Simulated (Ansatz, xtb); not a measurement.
Two isomers of Al2Cl2H6N2

We compare I, `[Cl][Al@H-]1[NH2+][Al@H-]([Cl])[NH2+]1`, a singlet, with II, `[Cl][Al@H-]1[NH2+][Al@@H-]([Cl])[NH2+]1`, a singlet. Both are isolated molecules in the gas phase, relaxed with PBE0-D4/def2-SVP.

Q: Which of the two would you expect CCSD(T)/def2-SVP + ΔMP2/def2-TZVPP electronic energies to favour?

A: CCSD(T)/def2-SVP + ΔMP2/def2-TZVPP gives E(II) − E(I) = +0.39 kcal/mol, slightly favouring structure I, which is too small a margin to settle the true order.

Level by level:

```
                             level          geometry  E(II) − E(I) (kcal/mol)  departure from the last row (kcal/mol)  job, with rough time for the two
                  PBE0-D4/def2-SVP  PBE0-D4/def2-SVP                     +0.39                                    0.00                optimisation, 66 s
                       HF/def2-SVP  PBE0-D4/def2-SVP                     +0.42                                   +0.03           part of the CCSD(T) run
                      MP2/def2-SVP  PBE0-D4/def2-SVP                     +0.25                                   −0.14           part of the CCSD(T) run
                  CCSD(T)/def2-SVP  PBE0-D4/def2-SVP                     +0.23                                   −0.17                      single point
CCSD(T)/def2-SVP + ΔMP2/def2-TZVPP  PBE0-D4/def2-SVP                     +0.39                                                        single point, 65 s
```

As drawn, both hold the same kinds of bond in the same numbers.

The largest departure from CCSD(T)/def2-SVP + ΔMP2/def2-TZVPP is that of CCSD(T)/def2-SVP, 0.17 kcal/mol. A small imaginary or near-zero mode remains, so no thermal terms are given. Levels run at GFN2-xTB geometries aren't shown. The last row adds to CCSD(T) the change of the MP2 difference between the two basis sets, here +0.17 kcal/mol.

The correlated steps freeze 22 core orbitals. Codes used: Ansatz 0.2.0, xtb 6.7.1; the last row on 2 threads of Arm Neoverse V2 on a shared host.
